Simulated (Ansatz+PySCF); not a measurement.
**doublet PdH: levels of theory in one basis**

| atom | x (Å) | y (Å) | z (Å) |
| --- | --- | --- | --- |
| Pd | 0.0000 | 0.0000 | 0.0000 |
| H | 0.0000 | 0.0000 | 1.5290 |

Basis set: def2-SVP (spherical functions, with the set's core potentials past Kr). All electrons outside the core potentials are correlated. Correlation on ROHF uses semicanonical orbitals with singles. Charge 0, multiplicity 2.

Computed with Ansatz (development build ahead of 0.2.0); each method stands on the lowest determinant of its kind that the runs found.

```json
{"method": "ROHF", "E − E(ROHF) (eV)": "0.00", "<S²> of the determinant": "0.75"}
{"method": "UHF", "E − E(ROHF) (eV)": "-0.10", "<S²> of the determinant": "0.77"}
{"method": "ROHF-MP2", "E − E(ROHF) (eV)": "-6.49", "<S²> of the determinant": "–"}
{"method": "UHF-MP2", "E − E(ROHF) (eV)": "-6.45", "<S²> of the determinant": "0.77"}
```

Is a single determinant a sound starting point here?

By this sign, yes. Unrestricted orbitals gain 0.10 eV and <S²> is 0.77 against 0.75 for a pure state.

Caution: other spin multiplicities were not run.
